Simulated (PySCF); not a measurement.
PySCF job for Pb(NH2)(SH) (H₃NPbS), SMILES [NH2][Pb][SH] (connectivity only; charge and spin as stated), neutral, multiplicity 1, IEF-PCM-ωB97X/def2-SVP. The structure is a stationary point at r2SCAN-D4/def2-SVP. The def2 effective core potentials stand for the cores of Pb; spin–orbit coupling is left out. One conformer was computed; it need not be the lowest.

```python
import numpy as np
from pyscf import gto, scf, dft
from pyscf.solvent import pcm

mol = gto.M(
    atom='''
    Pb    0.25936984    0.35341036   -0.00000000
    N    -1.81317994    0.86531550    0.00000000
    H    -2.16761217    1.81858095   -0.00000000
    H    -2.57774808    0.19361223    0.00000000
    S    -0.30200291   -2.15820599   -0.00000000
    H     1.00133972   -2.51775520    0.00000000
    ''',
    basis='def2-SVP',
    ecp={'Pb': 'def2-svp'},
    charge=0,
    spin=0,
    max_memory=1600,
    verbose=3,
)
mf = dft.RKS(mol, xc='wb97x').density_fit(auxbasis='def2-universal-jkfit')
mf.grids.level = 3
mf.conv_tol = 1e-9
mf.max_cycle = 100
mf.kernel()
res = {}
for name, eps in {'water': 78.355, 'tetrahydrofuran': 7.4257, 'toluene': 2.3741}.items():
    s = mf.PCM()
    s.with_solvent.method, s.with_solvent.eps, s.with_solvent.lebedev_order = 'IEF-PCM', eps, 29
    s.kernel(mf.make_rdm1())
    res[name] = (s.e_tot, eps, s.dip_moment(), s.mo_energy, s.converged)
    print(f'{name}: electrostatic solvation free energy {(s.e_tot - mf.e_tot) * 627.509474:.3f} kcal/mol')
```

Program output:

```
converged SCF energy = -647.50503617044

WARN: PCM is an experimental feature. It is still in testing.
Features and APIs may be changed in the future.

converged SCF energy = -647.516965681617
Dipole moment(X, Y, Z, Debye):  2.26840,  4.08515,  0.00000
water: electrostatic solvation free energy -7.486 kcal/mol

WARN: PCM is an experimental feature. It is still in testing.
Features and APIs may be changed in the future.

converged SCF energy = -647.514570018182
Dipole moment(X, Y, Z, Debye):  2.06913,  3.84232, -0.00000
tetrahydrofuran: electrostatic solvation free energy -5.983 kcal/mol

WARN: PCM is an experimental feature. It is still in testing.
Features and APIs may be changed in the future.

converged SCF energy = -647.5103401319
Dipole moment(X, Y, Z, Debye):  1.75167,  3.40369,  0.00000
toluene: electrostatic solvation free energy -3.328 kcal/mol
```

The calculation finished and met its thresholds.
